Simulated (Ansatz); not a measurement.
One change: `[NH2][Zn][Br]` becomes `[NH2][Mg][Br]`.

Ansatz, PBE0-D4/def2-TZVP geometries, multiplicity 1. Each molecule was computed in one conformer, which needn't be the lowest.

Scalar relativity is left out up to krypton.

```csv
property,`[NH2][Zn][Br]`
HOMO–LUMO gap (B3LYP/def2-TZVPP) / eV,5.80
LUMO energy (PBE/def2-TZVPP) / eV,-1.84
HOMO–LUMO gap (ωB97M-V/def2-TZVPP) / eV,10.31
LUMO energy (ωB97M-V/def2-TZVPP) / eV,0.59
HOMO–LUMO gap (PBE/def2-TZVPP) / eV,4.16
LUMO energy (B3LYP/def2-TZVPP) / eV,-1.31
```

Question: What does the change do to each property? (Best estimate.)

Answer: Computed: 
| property | `[NH2][Mg][Br]` | shift |
| --- | --- | --- |
| HOMO–LUMO gap (B3LYP/def2-TZVPP) / eV | 4.87 | -0.93 |
| LUMO energy (PBE/def2-TZVPP) / eV | -1.99 | -0.15 |
| HOMO–LUMO gap (ωB97M-V/def2-TZVPP) / eV | 9.13 | -1.18 |
| LUMO energy (ωB97M-V/def2-TZVPP) / eV | 0.04 | -0.55 |
| HOMO–LUMO gap (PBE/def2-TZVPP) / eV | 3.32 | -0.84 |
| LUMO energy (B3LYP/def2-TZVPP) / eV | -1.58 | -0.27 |

With PBE0 the HOMO rises by 0.68 eV and the LUMO falls by 0.30 eV, so the gap narrows by about 0.98 eV. PBE moves the HOMO by 0.70 eV and ωB97M-V by 0.62 eV.

B3LYP here is the variant with VWN-RPA as its local correlation; programs differ in this.

Spin–orbit coupling is left out; it splits and shifts lone-pair levels of the heavy atoms by tenths of an eV.
